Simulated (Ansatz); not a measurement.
System: Si2H4, charge 1, multiplicity 2. 
Structure (B3LYP-D3(BJ)/def2-TZVP (Ansatz, a program for electronic structure) minimum search):
```
Si
H 1 1.4679
H 1 1.4778 2 116.20
H 1 1.4778 2 116.20 3 139.97
Si 1 2.4202 2 107.16 3 -110.02
H 5 1.4941 1 118.22 2 180.00
```
Charge +1, spin multiplicity 2.

Basis-set convergence of Hartree-Fock and CCSD correlation energies (hartree) with Ansatz. Correlated levels leave the core frozen unless marked. UHF or UKS for open shells. Spin-orbit coupling is left out. Non-relativistic.

```json
[
 {"basis": "cc-pV(D+d)Z", "functions": "66", "E(HF)": "-579.86109", "E(corr, CCSD)": "-0.20341"},
 {"basis": "cc-pV(T+d)Z", "functions": "134", "E(HF)": "[?]", "E(corr, CCSD)": "[?]"}
]
```

Q: Complete the blanks.

A: 
- cc-pV(T+d)Z, E(HF): -579.88373
- cc-pV(T+d)Z, E(corr, CCSD): -0.23902
